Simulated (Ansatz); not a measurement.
Program: Ansatz. Geometries: PBE0-D4/def2-TZVP. ΔE: electronic, gas phase. CCSD(T)/CBS adds triple-zeta CCSD(T) − MP2 to the extrapolated MP2 energy (def2 sets, frozen cores). Functionals use def2-TZVPP. Each species was taken in one conformer, which may not be the lowest.

Reaction (redistribution): `C[CH2][AlH][O][SiH3]` + `[SiH3]O[SiH2][SiH3]` → `[SiH3][O][AlH][SiH3]` + `CC[SiH2]O[SiH3]`

`C[CH2][AlH][O][SiH3]`:

Z-matrix (Å, degrees):
```
C
C 1 1.528
H 1 1.093 2 111.7
H 1 1.094 2 112.1 3 -120.4
H 1 1.093 2 111.7 3 119.2
Al 2 1.951 1 116.2 3 -59.5
H 2 1.099 1 110.4 3 177.7
H 2 1.099 1 110.4 3 63.2
O 6 1.689 2 119.3 1 0.7
H 6 1.583 2 124.0 1 -179.2
Si 9 1.621 6 167.0 2 1.6
H 11 1.488 9 110.1 6 -115.1
H 11 1.488 9 110.1 6 124.9
H 11 1.490 9 110.9 6 5.0
```

`[SiH3]O[SiH2][SiH3]`:

Z-matrix (Å, degrees):
```
Si
O 1 1.634
H 1 1.489 2 109.8
H 1 1.484 2 109.3 3 120.0
H 1 1.484 2 109.4 3 -120.0
Si 2 1.640 1 145.7 3 1.8
Si 6 2.347 2 111.8 1 -2.1
H 6 1.488 2 108.6 1 -123.4
H 6 1.488 2 108.8 1 119.2
H 7 1.488 6 111.0 2 60.7
H 7 1.489 6 108.8 2 -179.8
H 7 1.488 6 111.0 2 -60.2
```

`[SiH3][O][AlH][SiH3]`:

Z-matrix (Å, degrees):
```
Si
O 1 1.625
H 1 1.489 2 110.7
H 1 1.487 2 109.8 3 120.0
H 1 1.487 2 109.9 3 -120.1
Al 2 1.686 1 164.5 3 -3.5
Si 6 2.452 2 118.0 1 -3.0
H 6 1.583 2 116.8 1 177.7
H 7 1.491 6 111.5 2 140.2
H 7 1.490 6 112.2 2 18.8
H 7 1.492 6 110.3 2 -101.0
```

`CC[SiH2]O[SiH3]`:

Z-matrix (Å, degrees):
```
C
C 1 1.526
H 1 1.093 2 111.4
H 1 1.093 2 111.6 3 120.1
H 1 1.093 2 111.4 3 -119.7
Si 2 1.866 1 113.9 3 60.7
H 2 1.096 1 110.5 3 -61.7
H 2 1.097 1 110.6 3 -178.4
O 6 1.641 2 110.9 1 -57.8
H 6 1.490 2 110.1 1 -178.8
H 6 1.487 2 110.4 1 60.5
Si 9 1.631 6 146.0 2 -56.7
H 12 1.483 9 108.5 6 178.1
H 12 1.488 9 110.3 6 58.3
H 12 1.487 9 110.5 6 -61.8
```

```csv
level,ΔE (kcal/mol)
B2PLYP,-4.6
PBE,-4.3
PBE0,-4.8
CCSD/def2-TZVPP,-5.3
CCSD(T)/def2-TZVPP,-5.1
HF/def2-QZVPP,-5.8
MP2/CBS(def2),-4.5
CCSD/CBS(def2),-4.9
```

(1) What does CCSD(T)/CBS give? (Estimate.)

Largest T1 diagnostic among the species: 0.013.

Results:

(1) Ansatz gave: -4.8 kcal/mol. The listed levels differ from it by 0.2, 0.5, 0.0, -0.5, -0.3, -1.0, 0.3, -0.1 kcal/mol.
